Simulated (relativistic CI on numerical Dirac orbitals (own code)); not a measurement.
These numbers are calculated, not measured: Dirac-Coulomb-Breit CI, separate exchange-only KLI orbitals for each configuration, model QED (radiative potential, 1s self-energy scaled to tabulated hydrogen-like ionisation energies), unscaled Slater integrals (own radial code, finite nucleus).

Configurations in the expansion (outside the closed core [Ne]): 3s²3p⁶3d², 3s²3p⁵3d³, 3s3p⁶3d³, 3s²3p⁶3d4s, 3s²3p⁶3d4p, 3s²3p⁶3d4d, 3s²3p⁵3d²4s, 3s²3p⁶3d4f, 3s²3p⁵3d²4p, 3s²3p⁵3d²4d, 3s3p⁶3d²4s, 3p⁶3d³4p, 3s3p⁶3d²4p, 3s²3p⁶4s², 3s²3p⁶4s4p, 3s²3p⁶3d5s, 3s²3p⁶3d5d, 3s²3p⁶3d5g, 3p⁶3d⁴, 3p⁵3d⁵, 3p⁵3d⁴4s, 3p⁶3d³4s, 3p⁵3d³4s², 3s²3p⁶4p², 3s²3p⁵4s4p², 3s²3p⁶4s4d, 3s²3p⁵4s²4d, 3s3p⁶3d4s², 3s3p⁶4s²4p, 3s3p⁶4s²4d. Double excitations out of closed p, d and f shells are left out; levels of such configurations are missing from the list, as are those of other unlisted configurations, and high levels can miss mixing partners. These lack a partner that the ground configuration has and come out too high: 3s²3p⁵3d²4p, 3s²3p⁵3d²4d.

At this charge energies of transitions that change n are usually good to better than 1 %, and those within a shell (Δn = 0) to a few per cent.

Outline of the computed level scheme of Er XLIX. Lowest level of each configuration: 3s²3p⁶3d² ³F2 at 0.000 eV; 3s²3p⁵3d³ ³D°2 at 242.454 eV.

Some strong electric-dipole decays among the lowest 45 levels: 3s²3p⁵3d³ ³G°3 → 3s²3p⁶3d² ³F2 (8.5e+11 s⁻¹); 3s²3p⁵3d³ ³F°2 → 3s²3p⁶3d² ³F2 (7.6e+11 s⁻¹); 3s²3p⁵3d³ ³D°1 → 3s²3p⁶3d² ³F2 (5.3e+11 s⁻¹); 3s²3p⁵3d³ ³D°3 → 3s²3p⁶3d² ³F2 (1.5e+11 s⁻¹); 3s²3p⁵3d³ ³P°2 → 3s²3p⁶3d² ³F2 (4.9e+10 s⁻¹); 3s²3p⁵3d³ ³D°1 → 3s²3p⁶3d² ³P0 (4.7e+10 s⁻¹); 3s²3p⁵3d³ ³D°2 → 3s²3p⁶3d² ³P1 (4.3e+10 s⁻¹); 3s²3p⁵3d³ ³G°3 → 3s²3p⁶3d² ³P2 (2.9e+10 s⁻¹).

LS names give the leading component of a level, which can be under half, so a name can repeat, a term be missing and a line seem to break the LS rules.
